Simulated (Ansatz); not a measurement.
# Ligand exchange: SiH(CH3)(SiH3)F + B(SiH3)3 → SiH(SiH3)2F + B(CH3)(SiH3)2

Species: SiH(CH3)(SiH3)F, singlet; B(SiH3)3, singlet; SiH(SiH3)2F, singlet; B(CH3)(SiH3)2, singlet. The partners trade CH3 for SiH3: Si–CH3 and B–SiH3 bonds give way to Si–SiH3 and B–CH3.

Shapes, held fixed at every level: PBE0-D4/def2-TZVP. Programs: Ansatz 0.2.0. The zero-point and thermal change to 298 K, harmonic and unscaled (PBE0-D4/def2-TZVP), is -0.4 kJ/mol.

```tsv
level	kind	ΔH(298 K) (kJ/mol)	less CCSD(T)/CBS estimate
SPW92/def2-TZVPP	LDA	-5.8	-8.4
r2SCAN-D4/def2-TZVPP	meta-GGA	+0.2	-2.4
PBE0-D4/def2-TZVPP	global hybrid	-3.3	-5.9
B2PLYP/def2-TZVPP	double hybrid	-0.2	-2.8
MP2/def2-SVP	perturbation theory	-0.7	-3.3
MP2/def2-TZVPP	perturbation theory	+3.9	+1.3
CCSD(T)/def2-SVP	coupled cluster or CI	-1.3	-3.9
CCSD(T)/CBS estimate	coupled cluster or CI	+2.6	0.0
```

The highest level, CCSD(T)/CBS estimate, gives ΔH(298 K) = +2.6 kJ/mol; the levels span -5.8 to +3.9. That is about zero within the method's error. They disagree on the sign: 3 of 8 are positive. The column of differences is taken from that level and isn't an error. No measured value is set beside it here. The CBS estimate extrapolates MP2 from def2-TZVPP and def2-QZVPP and adds CCSD(T) − MP2 in the triple-zeta set, cores frozen.
